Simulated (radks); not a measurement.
The praseodymium ion Pr14+, configuration [Kr] 4d9 (the NIST ground configuration). All-electron calculation, scalar-relativistic Kohn-Sham, PBE, spin-unpolarised, spherical densities, point nucleus. Program: a radial shooting solver on a logarithmic mesh with Libxc functionals.

Radial electron density D(r) = 4 pi r^2 rho(r):

| r (bohr) | D(r) (e/bohr) |
|---|---|
| 0.00165 | 6.784 |
| 0.00189 | 8.428 |
| 0.002148 | 10.30 |
| 0.002461 | 12.68 |
| 0.00282 | 15.53 |
| 0.003205 | 18.70 |
| 0.003672 | 22.61 |
| 0.004207 | 27.13 |
| 0.004781 | 31.93 |
| 0.005477 | 37.58 |
| 0.006275 | 43.72 |
| 0.007132 | 49.80 |
| 0.008171 | 56.34 |
| 0.009287 | 62.31 |
| 0.01064 | 68.07 |
| 0.01219 | 72.82 |
| 0.01385 | 75.98 |
| 0.01587 | 77.66 |
| 0.01819 | 77.50 |
| 0.02067 | 75.84 |
| 0.02368 | 73.04 |
| 0.02713 | 70.14 |
| 0.03083 | 68.45 |
| 0.03533 | 68.94 |
| 0.04015 | 72.30 |
| 0.046 | 78.94 |
| 0.0527 | 87.62 |
| 0.0599 | 95.64 |
| 0.06862 | 101.3 |
| 0.07862 | 101.9 |
| 0.08936 | 97.29 |
| 0.1024 | 88.61 |
| 0.1164 | 80.35 |
| 0.1333 | 75.56 |
| 0.1527 | 77.03 |
| 0.1736 | 82.59 |
| 0.1989 | 87.83 |
| 0.2278 | 86.42 |
| 0.259 | 76.51 |
| 0.2967 | 59.51 |
| 0.3399 | 42.70 |
| 0.3863 | 32.99 |
| 0.4426 | 31.02 |
| 0.503 | 33.80 |
| 0.5763 | 35.90 |
| 0.6603 | 33.11 |
| 0.7504 | 26.10 |
| 0.8597 | 16.88 |
| 0.985 | 8.979 |
| 1.119 | 4.111 |
| 1.283 | 1.450 |
| 1.469 | 0.4009 |
| 1.67 | 0.09286 |
| 1.913 | 0.01445 |
| 2.175 | 0.001808 |
| 2.491 | 0.0001336 |

D(r) has 4 maxima, at r = 0.0168, 0.0743, 0.209, 0.576 bohr, and minima at 0.0324, 0.138, 0.429 bohr, inside which lie 1.96, 11.15, 29.03 electrons.
